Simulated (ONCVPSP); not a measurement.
Ge: one change to an ONCV potential, before and after

```
Element                 : Ge (Z = 32)
Generator               : ONCVPSP 4.0.1
Type                    : optimised norm-conserving Vanderbilt (ONCV)
Functional              : BLYP
Relativity              : scalar-relativistic
Frozen core             : [Ar]
Valence charge          : 14
Reference configuration : 3d10 4s2 4p1 (charge +1)
Partial waves           : 4s: rc 1.85 bohr, ncon 4, nbas 8, qcut 3.1 1/bohr, 2 projectors, debl 2.9 Ha; 4p: rc 2.20 bohr, ncon 3, nbas 7, qcut 3.1 1/bohr, 1 projector; 3d: rc 1.10 bohr, ncon 5, nbas 9, qcut 16.6 1/bohr, local; f scattering state at 0.38 Ha: rc 2.00 bohr, ncon 4, nbas 8, qcut 5.9 1/bohr, 2 projectors, debl 2.1 Ha
Local potential         : the d channel
Core correction         : Teter function fitted to the true core (icmod 2), fcfact 0.25
```

Change: s: qcut 4.5; p: qcut 4.5; d: qcut 24; f: qcut 8.5.

Cutoffs: the cutoffs (Ha) at which the residual kinetic energy of the hardest occupied pseudo-wave falls to 1 and 0.1 mHa per electron; they do not see the model core or the augmentation charge, which bear on the density cutoff. Errors are all-electron minus pseudo energies relative to the spin-unpolarised reference configuration.

Task: How do hardness, ghosts and transferability respond?

Result: The potential gets harder (105 Ha and 117 Ha → 187 Ha and 210 Ha); the bound ghosts move from p, s to f, p, s; of the 4 tests that both files solve, the error grows in 2 and shrinks in 2 by more than 15 % and 0.3 meV (median size 3.5 → 3.0 meV); the range in which the d phases agree widens (upper end 1.1 → 3.4).

```tsv
quantity	base	changed
cutoff, loose	105 Ha	187 Ha
cutoff, tight	117 Ha	210 Ha
loose cutoff by channel	s 37 Ha, p 3.0 Ha, d 105 Ha	s 8.5 Ha, p 5.3 Ha, d 187 Ha
bound ghosts	s, p	s, p, f
GHOST(+) flags under 300 eV	f at 146.2 eV, s at 155.5 eV	s at 119.8 eV
error for 3d10 4s2 4p2, meV [ΔE -7.36 eV]	+0.7	+1.9
error for 3d10 4s2 4p0, meV [ΔE 15.46 eV]	-6.3	-4.1
error for 3d10 4s1 4p0, meV [ΔE 50.40 eV]	-37	-23
error for 3d10 4s1 4p3, meV [ΔE 0.67 eV]	0.0	+1.6
s: phases at 1.87 bohr within 0.05 rad from the reference energy up to (Ha; the scan ends near 5)	3.7	3.6
p: phases at 2.23 bohr within 0.05 rad from the reference energy up to (Ha; the scan ends near 5)	1.3	1.2
d: phases at 1.11 bohr within 0.05 rad from the reference energy up to (Ha; the scan ends near 5)	1.1	3.4
f: phases at 2.03 bohr within 0.05 rad from the reference energy up to (Ha; the scan ends near 5)	4.4	4.9
rms error of d²Exc/dni dnj with the model core, mHa	3.89	4.26
```

 A true bound ghost makes a file unfit for plane-wave use even where its test errors are small: the radial tests pick states by their node count and pass the ghost by.
